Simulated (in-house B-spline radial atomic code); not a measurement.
Radial electron density of the argon ion Ar⁺, [Ne] 3s1 3p5 3d1. All numbers are computed (scalar-relativistic (X2C) PBE, spherical fractional occupations; Fermi nucleus of rms radius 3.4274 fm, inside a hard spherical wall at 1.34 bohr) with an all-electron radial atomic-structure program (B-spline basis), not measured.

Columns: r (bohr), 4πr²n(r) (electrons per bohr), bar.

```
  0.0032   0.5082 #
 0.00372   0.6669 #
 0.00432   0.8713 ##
 0.00503     1.14 ##
 0.00585    1.483 ###
  0.0068    1.918 ####
 0.00791    2.472 #####
  0.0092    3.165 ######
  0.0107    4.024 ########
  0.0124    5.047 ##########
  0.0145    6.352 ############
  0.0168    7.801 ###############
  0.0196    9.544 ##################
  0.0227    11.39 ######################
  0.0265    13.49 ##########################
  0.0308    15.56 ##############################
  0.0358    17.54 #################################
  0.0416    19.24 #####################################
  0.0484     20.5 #######################################
  0.0563    21.11 ########################################
  0.0654    20.99 ########################################
  0.0761    20.16 ######################################
  0.0885    18.83 ####################################
   0.103    17.37 #################################
    0.12     16.3 ###############################
   0.139     16.1 ###############################
   0.162    17.01 ################################
   0.188    18.87 ####################################
   0.219    21.15 ########################################
   0.255    22.86 ############################################
   0.296    23.06 ############################################
   0.344    21.31 #########################################
     0.4    17.91 ##################################
   0.466    14.03 ###########################
   0.542    11.43 ######################
    0.63    11.26 #####################
   0.733    13.11 #########################
   0.852    14.41 ############################
   0.991     11.7 ######################
    1.15    4.738 #########
    1.33  0.01489
```

On this grid the curve has 3 maxima, near 0.0563, 0.296, 0.852 bohr.

The 3p radial function P(r) = rR(r), positive near the nucleus:

| r (bohr) | P |
| --- | --- |
| 0.0032 | 0.00146 |
| 0.00432 | 0.002581 |
| 0.00585 | 0.004588 |
| 0.00791 | 0.008116 |
| 0.0107 | 0.01431 |
| 0.0145 | 0.02513 |
| 0.0196 | 0.04349 |
| 0.0265 | 0.07425 |
| 0.0358 | 0.1241 |
| 0.0484 | 0.2021 |
| 0.0654 | 0.3169 |
| 0.0885 | 0.4739 |
| 0.12 | 0.663 |
| 0.162 | 0.8398 |
| 0.219 | 0.9259 |
| 0.296 | 0.8019 |
| 0.4 | 0.3637 |
| 0.542 | -0.3835 |
| 0.733 | -1.154 |
| 0.991 | -1.271 |
| 1.33 | -0.04634 |
